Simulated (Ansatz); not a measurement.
Born–Oppenheimer molecular dynamics of AlH7N2OSi (12 atoms, charge 0, multiplicity 1). It starts from a relaxed structure.

All numbers below come from RKS r2SCAN-D4/6-31G (Ansatz 0.2.0).

* ensemble: NVT, Nosé–Hoover chain
* time step: 1 fs
* steps asked: 300
* set temperature: 300 K
* thermostat: time constant 100 fs, chain length 3 (defaults)
* seed: 191634

Frames 5 fs apart, positions in Å.

Velocities at 110 fs (Å/ps):

```
Al -1.98 0.26 -4.63
O -1.38 -1.96 2.09
Si 1.31 1.32 0.85
H 7.26 -4.02 4.38
H -28.37 -5.72 -2.53
H -5.82 -17.61 -28.71
N 3.56 2.84 3.43
H 12.68 -13.38 -5.98
H 12.81 -4.08 11.21
N 0.83 1.72 3.08
H -10.07 -13.73 -0.37
H -11.24 -17.56 -1.51
```

```xyz
12
Properties=species:S:1:pos:R:3 time_fs=110 energy_less_start_eV=0.242 T=206
Al -0.305 -0.043 -0.278
O -1.057 0.030 1.338
Si -1.100 -0.467 2.928
H -2.527 -0.297 3.339
H -0.758 -1.944 3.029
H -0.216 0.309 3.802
N 1.446 0.131 -0.501
H 1.940 -0.101 -1.369
H 2.117 0.348 0.238
N -1.496 -0.288 -1.601
H -2.492 -0.261 -1.395
H -1.287 -0.651 -2.530
12
Properties=species:S:1:pos:R:3 time_fs=115 energy_less_start_eV=0.295 T=171
Al -0.319 -0.041 -0.295
O -1.056 0.022 1.332
Si -1.098 -0.465 2.931
H -2.513 -0.309 3.408
H -0.882 -1.960 3.033
H -0.143 0.299 3.760
N 1.472 0.142 -0.487
H 1.950 -0.126 -1.319
H 2.124 0.319 0.247
N -1.495 -0.284 -1.589
H -2.483 -0.323 -1.407
H -1.352 -0.692 -2.492
12
Properties=species:S:1:pos:R:3 time_fs=120 energy_less_start_eV=0.340 T=146
Al -0.334 -0.035 -0.298
O -1.040 0.016 1.299
Si -1.104 -0.468 2.934
H -2.498 -0.268 3.534
H -0.938 -1.965 3.064
H -0.004 0.325 3.801
N 1.489 0.146 -0.473
H 1.990 -0.128 -1.339
H 2.133 0.319 0.312
N -1.501 -0.290 -1.585
H -2.500 -0.340 -1.355
H -1.341 -0.686 -2.517
12
Properties=species:S:1:pos:R:3 time_fs=125 energy_less_start_eV=0.268 T=207
Al -0.338 -0.026 -0.291
O -1.018 0.008 1.267
Si -1.109 -0.467 2.939
H -2.411 -0.164 3.629
H -0.920 -1.962 3.093
H -0.041 0.210 3.716
N 1.492 0.142 -0.461
H 2.002 -0.064 -1.279
H 2.087 0.320 0.316
N -1.517 -0.307 -1.593
H -2.474 -0.327 -1.316
H -1.314 -0.602 -2.521
12
Properties=species:S:1:pos:R:3 time_fs=130 energy_less_start_eV=0.265 T=216
Al -0.330 -0.015 -0.286
O -1.001 -0.005 1.263
Si -1.115 -0.467 2.935
H -2.342 -0.019 3.663
H -0.891 -1.948 3.096
H -0.004 0.135 3.667
N 1.471 0.134 -0.447
H 2.057 0.014 -1.300
H 2.070 0.342 0.369
N -1.526 -0.327 -1.597
H -2.526 -0.330 -1.352
H -1.343 -0.498 -2.591
12
Properties=species:S:1:pos:R:3 time_fs=135 energy_less_start_eV=0.301 T=197
Al -0.317 -0.006 -0.290
O -0.992 -0.023 1.290
Si -1.118 -0.465 2.921
H -2.331 0.121 3.633
H -0.921 -1.950 3.078
H 0.161 0.152 3.698
N 1.450 0.124 -0.434
H 2.016 0.113 -1.241
H 1.997 0.348 0.367
N -1.532 -0.344 -1.601
H -2.518 -0.352 -1.443
H -1.406 -0.369 -2.596
12
Properties=species:S:1:pos:R:3 time_fs=140 energy_less_start_eV=0.266 T=228
Al -0.313 -0.001 -0.298
O -0.984 -0.043 1.322
Si -1.109 -0.456 2.911
H -2.309 0.194 3.536
H -1.037 -1.964 3.068
H 0.122 0.086 3.628
N 1.427 0.119 -0.421
H 1.997 0.193 -1.277
H 1.964 0.350 0.425
N -1.531 -0.355 -1.605
H -2.545 -0.393 -1.431
H -1.370 -0.252 -2.612
12
Properties=species:S:1:pos:R:3 time_fs=145 energy_less_start_eV=0.306 T=202
Al -0.327 -0.001 -0.302
O -0.971 -0.058 1.325
Si -1.097 -0.448 2.909
H -2.317 0.221 3.454
H -1.220 -1.952 3.088
H 0.071 0.013 3.602
N 1.421 0.123 -0.411
H 1.956 0.247 -1.245
H 1.947 0.314 0.419
N -1.526 -0.355 -1.611
H -2.492 -0.459 -1.375
H -1.307 -0.172 -2.574
12
Properties=species:S:1:pos:R:3 time_fs=150 energy_less_start_eV=0.224 T=271
Al -0.354 -0.008 -0.298
O -0.949 -0.069 1.293
Si -1.091 -0.446 2.914
H -2.349 0.246 3.432
H -1.405 -1.911 3.132
H 0.204 0.002 3.737
N 1.421 0.134 -0.404
H 1.976 0.272 -1.243
H 1.995 0.267 0.431
N -1.505 -0.345 -1.608
H -2.479 -0.545 -1.381
H -1.331 -0.146 -2.586
12
Properties=species:S:1:pos:R:3 time_fs=155 energy_less_start_eV=0.291 T=225
Al -0.380 -0.016 -0.295
O -0.926 -0.081 1.263
Si -1.088 -0.441 2.926
H -2.302 0.289 3.441
H -1.518 -1.871 3.172
H 0.153 -0.082 3.770
N 1.426 0.153 -0.400
H 1.993 0.264 -1.240
H 2.019 0.199 0.419
N -1.486 -0.328 -1.608
H -2.437 -0.640 -1.450
H -1.408 -0.173 -2.606
12
Properties=species:S:1:pos:R:3 time_fs=160 energy_less_start_eV=0.321 T=207
Al -0.388 -0.024 -0.298
O -0.912 -0.100 1.270
Si -1.090 -0.434 2.935
H -2.212 0.395 3.473
H -1.540 -1.853 3.180
H 0.055 -0.195 3.737
N 1.426 0.173 -0.402
H 1.973 0.237 -1.234
H 2.007 0.142 0.423
N -1.484 -0.312 -1.626
H -2.389 -0.730 -1.453
H -1.386 -0.192 -2.617
12
Properties=species:S:1:pos:R:3 time_fs=165 energy_less_start_eV=0.233 T=281
Al -0.376 -0.030 -0.308
O -0.905 -0.126 1.313
Si -1.104 -0.428 2.936
H -2.127 0.545 3.520
H -1.524 -1.858 3.156
H 0.213 -0.251 3.809
N 1.412 0.193 -0.407
H 1.977 0.212 -1.272
H 1.984 0.109 0.438
N -1.498 -0.301 -1.658
H -2.358 -0.801 -1.426
H -1.290 -0.185 -2.648
```

Of the whole run (300 fs, mean temperature of the second half 276 K): The conserved energy stayed within 0.89 meV per atom of its start (net change 0.58 meV per atom), so the integration is sound. A run of 0.3 ps of so small a system gives no equilibrium averages. Limits of this set-up: no polarisation functions.

The run took 35 min on 1 thread of Arm Neoverse V1, on a shared host, peak memory 0.15 GiB.
